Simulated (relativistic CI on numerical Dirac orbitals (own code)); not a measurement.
**Ni²⁺ in a cubic cluster: 2p photoemission with charge transfer**

Computed with a charge-transfer multiplet model of a cubic metal-ligand cluster with up to 2 ligand holes, Slater and spin-orbit integrals from Dirac-Coulomb-Breit ions, Slater integrals scaled by 0.7. The ground state mixes d8 with configurations of k ligand holes L, whose averages lie at kΔ + k(k − 1)U_dd/2; a core hole lowers each added d electron by U_cd. 300 K, Lorentzian 0.6 eV and Gaussian 0.8 eV FWHM.

Atomic integrals in eV (Slater integrals scaled, ζ unscaled), ground: F2dd 8.519, F4dd 5.287, zeta_d 0.080; with the core hole: F2dd 9.781, F4dd 6.109, zeta_d 0.114, zeta_core 11.406, F2cd 5.866, G1cd 4.475, G3cd 2.546.

Cluster parameters (eV): U_dd = 7, U_cd = 8, 10Dq = 0.4, 10Dq(ligand) = 1.2, V(eg) = 1.9, V(t2g) = -1.01, final-state hopping factor = 0.8.

```csv
Case,n_d,d8,d9L,d10L2,S
Δ = -0.4 eV,8.62,0.43,0.53,0.04,1.00
Δ = 0.6 eV,8.49,0.53,0.44,0.03,1.00
Δ = 2.6 eV,8.29,0.72,0.27,0.01,1.00
Δ = 3.6 eV,8.23,0.78,0.21,0.01,1.00
Δ = 4.6 eV,8.17,0.83,0.17,0.00,1.00
```

Weights, n_d and S are thermal averages at 300 K. Binding energies count from the first peak over 30 % of the highest in each spectrum, which can be another peak from case to case. The parameters are a model scan and need not match a compound or its usual spin state. Peaks in eV (height, largest 100):
- Δ = -0.4 eV: 0.0 (100), 5.1 (45), 11.7 (18), 14.1 (8), 17.2 (48), 21.7 (34), 29.1 (15)
- Δ = 0.6 eV: 0.0 (100), 4.6 (46), 10.3 (23), 12.6 (10), 17.3 (48), 21.6 (30), 27.7 (20)
- Δ = 2.6 eV: 0.0 (100), 4.8 (55), 8.1 (31), 10.3 (14), 17.4 (47), 21.9 (27), 25.5 (28)
- Δ = 3.6 eV: 0.0 (100), 5.0 (63), 7.4 (28), 9.4 (16), 17.5 (47), 22.4 (32), 24.8 (25)
- Δ = 4.6 eV: 0.0 (100), 4.9 (52), 8.6 (14), 17.5 (46), 22.5 (35), 24.5 (12)

Curve for Δ = 0.6 eV (points under 2 left out, the grid thinned):

(E (eV), Intensity): (-3.0, 2.1), (-2.3, 3.5), (-1.6, 7.5), (-0.8, 36.1), (-0.1, 99.2), (0.6, 52.5), (1.3, 13.8), (2.0, 7.0), (2.7, 7.7), (3.5, 19.0), (4.2, 41.0), (4.9, 44.1), (5.6, 21.1), (6.3, 6.3), (7.1, 3.7), (7.8, 6.0), (8.5, 15.4), (9.2, 19.6), (9.9, 22.2), (10.6, 21.7), (11.4, 12.1), (12.1, 8.2), (12.8, 9.5), (13.5, 5.5), (14.2, 4.1), (15.0, 2.9), (15.7, 4.3), (16.4, 14.4), (17.1, 45.6), (17.8, 29.0), (18.5, 7.9), (19.3, 3.8), (20.0, 4.1), (20.7, 11.6), (21.4, 28.9), (22.1, 20.7), (22.9, 4.8), (23.6, 2.0), (26.1, 4.8), (26.8, 11.5), (27.5, 19.4), (28.2, 13.8), (29.0, 4.4), (29.7, 3.8), (30.4, 2.0)

For the case Δ = 2.6 eV, Δ = 2.6 eV is smaller than U_dd = 7 eV, the charge-transfer side of the Zaanen-Sawatzky-Allen scheme. With the core hole the configuration with one ligand hole lies at Δ − U_cd = -8.4, -7.4, -5.4, -4.4, -3.4 eV from the one without, in the order of the table; where this is negative the screened configuration lies lower.
